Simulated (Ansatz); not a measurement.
CH$_{7}$NSiTe (`C[Te][SiH2]N`) from Hartree–Fock to CCSD(T)

Cartesian coordinates in Å:
```
C 1.123 1.451 -0.943
Te 0.181 1.680 0.976
Si -1.161 -0.394 0.747
N -0.120 -1.715 0.412
H 0.444 1.777 -1.726
H 2.019 2.068 -0.939
H 1.390 0.404 -1.071
H -2.111 -0.346 -0.395
H -1.940 -0.456 2.017
H -0.451 -2.506 -0.116
H 0.628 -1.961 1.039
```

Total charge 0; spin multiplicity 1. Correlated methods include outer-core shells of Te, which these sets cover unevenly. Te: def2 effective core potential. Geometry: relaxed with PBE0-D4/def2-TZVP. It is one conformer, not always the lowest. Frozen core, restricted reference, Ansatz 0.2.0.

```json
{"basis": "def2-SVP", "HF (Eh)": "-652.19320", "MP2 corr.": "-0.53854"}
{"basis": "def2-TZVPP", "HF (Eh)": "-652.42589", "MP2 corr.": "-0.98943"}
{"basis": "def2-QZVPP", "HF (Eh)": "-652.44183", "MP2 corr.": "-1.18656"}
```

Question: Estimate the CCSD correlation energy and the (T) correction in each basis where they were run (hartree).

Answer: 
| basis | CCSD corr. | (T) |
| --- | --- | --- |
| def2-SVP | -0.59053 | -0.01666 |
| def2-TZVPP | -1.00231 | -0.03269 |
